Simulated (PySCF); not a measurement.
Electronic structure of Si+ (silicon, charge +1) at the UHF level

Configuration: [Ne] 3s2 3p1, 2P determinant. All numbers are calculated (PySCF 2.14, the non-relativistic Hamiltonian (point nucleus), in pcseg-2 (5s4p2d1f, 34 functions)).

| Property | Result |
| --- | --- |
| Total energy | -288.567547 hartree |
| One-electron energy | -396.0614 hartree |
| Hartree (Coulomb) energy | 127.5747 hartree |
| Exchange energy | -20.0809 hartree |
| Kinetic energy | 289.30946 hartree |
| ⟨S²⟩ | 0.7608 |
| ⟨L²⟩ | 2.033 |
| Sum of ⟨r⟩ | 11.21 bohr |
| Sum of ⟨r²⟩ | 20.22 bohr² |
| Traceless quadrupole moment −½Σ⟨3z² − r²⟩ along its main axis | -2.86 e·bohr² |
| Density at the nucleus (Gaussians lack the cusp) | 1730 bohr⁻³ |
| Spin density at the nucleus | 0.0242 bohr⁻³ |
| Langevin diamagnetic susceptibility | -16.0 ×10⁻⁶ cm³/mol |
| Time after the integrals | 0.09 s of wall time on 1 thread of Neoverse-V1 (shared host) |

```json
{"shell": "1s α", "electrons": "1", "mean orbital energy (hartree)": "-69.11890", "spread (hartree)": "0", "rms radius, mean of both spins (bohr)": "0.129"}
{"shell": "1s β", "electrons": "1", "mean orbital energy (hartree)": "-69.11241", "spread (hartree)": "0", "rms radius, mean of both spins (bohr)": "0.129"}
{"shell": "2s α", "electrons": "1", "mean orbital energy (hartree)": "-6.50104", "spread (hartree)": "0", "rms radius, mean of both spins (bohr)": "0.615"}
{"shell": "2s β", "electrons": "1", "mean orbital energy (hartree)": "-6.49354", "spread (hartree)": "0", "rms radius, mean of both spins (bohr)": "0.615"}
{"shell": "2p α", "electrons": "3", "mean orbital energy (hartree)": "-4.60257", "spread (hartree)": "0.01341", "rms radius, mean of both spins (bohr)": "0.600"}
{"shell": "2p β", "electrons": "3", "mean orbital energy (hartree)": "-4.58928", "spread (hartree)": "0.01682", "rms radius, mean of both spins (bohr)": "0.600"}
{"shell": "3s α", "electrons": "1", "mean orbital energy (hartree)": "-0.88321", "spread (hartree)": "0", "rms radius, mean of both spins (bohr)": "2.26"}
{"shell": "3s β", "electrons": "1", "mean orbital energy (hartree)": "-0.79547", "spread (hartree)": "0", "rms radius, mean of both spins (bohr)": "2.26"}
{"shell": "3p α", "electrons": "1", "mean orbital energy (hartree)": "-0.59364", "spread (hartree)": "0", "rms radius, mean of both spins (bohr)": "2.66"}
```
